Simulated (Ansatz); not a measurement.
The same path of ClH$_{7}$O$_{3}$SiSn (13 atoms, charge 0, multiplicity 1) was run twice with different band settings. Lost on the way: Sn1–H2, O8–H13. Made: Sn1–O8, H2–H13.

These are results of RKS PBE/def2-SVP (Ansatz 0.2.0), not measurements.

Relaxed end points:

```xyz
13
Properties=species:S:1:pos:R:3
Sn -0.239 -0.364 0.492
H -0.594 -0.906 2.077
Cl 1.910 -0.952 -0.382
O -0.825 1.524 0.031
H -1.375 1.503 -0.775
O -1.427 -1.339 -0.809
H -0.862 -1.734 -1.502
O 1.043 1.456 1.695
Si 2.707 1.805 1.822
H 3.326 0.616 2.487
H 3.333 2.069 0.483
H 2.881 3.024 2.688
H 0.489 2.052 1.125
```

```xyz
13
Properties=species:S:1:pos:R:3
Sn 0.403 0.347 -0.470
H -1.177 -0.367 3.149
Cl 2.205 -0.456 -1.761
O -0.526 1.842 -1.405
H -0.903 1.507 -2.245
O -0.813 -1.169 -0.036
H -1.053 -1.077 0.912
O 1.060 1.103 1.246
Si 2.605 1.626 1.692
H 3.575 0.477 1.763
H 3.140 2.648 0.724
H 2.463 2.245 3.053
H -0.611 0.030 2.809
```

Common settings: climbing image yes; spring 5.0 eV/Å²; optimiser quadratic models (default); start path through a guess of the saddle point; force threshold 0.05 eV/Å; iteration limit 60; end points relaxed.

| run | movable images |
| --- | --- |
| 1 | 5 |
| 2 | 2 |

(1) What does each run give, and how far can it be trusted?

Answers

(1) Run 1: converged after 31 iterations, highest image 1.479 eV above the first end. A vibrational analysis at the climbing image gives 2 clearly imaginary modes (1153i, 94i cm⁻¹): a point of higher order. A lower path may pass nearby, or the ends, which weren't checked, may share the extra mode.
Run 2: converged after 50 iterations, highest image 0.517 eV above the first end. The order of the point at the top wasn't checked. A band with more images between the same ends climbed to 1.48 eV, so this one has probably stepped over the top. So few images can step over the top or miss a turn of the path.
The orbitals stay closed-shell, which can raise the energy where a bond breaks towards radicals; this wasn't checked here.
